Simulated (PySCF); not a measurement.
**Working out the ionisation energy of Ti⁺**

Ti⁺ [Ar] 3d2 4s1 (4F) → Ti²⁺ [Ar] 3d2 (3F). Computed with PySCF 2.14 in pcseg-2 (6s4p3d2f1g, 56 functions), with the non-relativistic Hamiltonian (point nucleus). Frozen: [Ar]. Energies in hartree (1 hartree = 27.21139 eV):

```
             part  Ti⁺ (lower)  Ti²⁺ (upper)
              UHF  -848.193561   -847.720824
MP2 opposite-spin     0.000000      0.000000
    MP2 same-spin    -0.010020     -0.004058
```

Question: What does Hartree-Fock give?

Answer: (-847.720824) − (-848.193561) = 0.472737 hartree = 12.864 eV.

Question: What do MP2 and SCS-MP2 (6/5 opposite-spin, 1/3 same-spin) give?

Answer: The opposite-spin parts differ by 0.000 eV and the same-spin parts by 0.162 eV. MP2: 12.864 + (0.000) + (0.162) = 13.026 eV. SCS-MP2: 12.864 + 1.2 × (0.000) + (0.162)/3 = 12.918 eV.

Reference: 13.575 eV (measured; NIST Atomic Spectra Database, ionization energies), between the lowest levels; spin-orbit coupling is absent from the calculation.

The calculation is non-relativistic.

What remains against the reference includes basis incompleteness, the frozen core and correlation beyond second order.
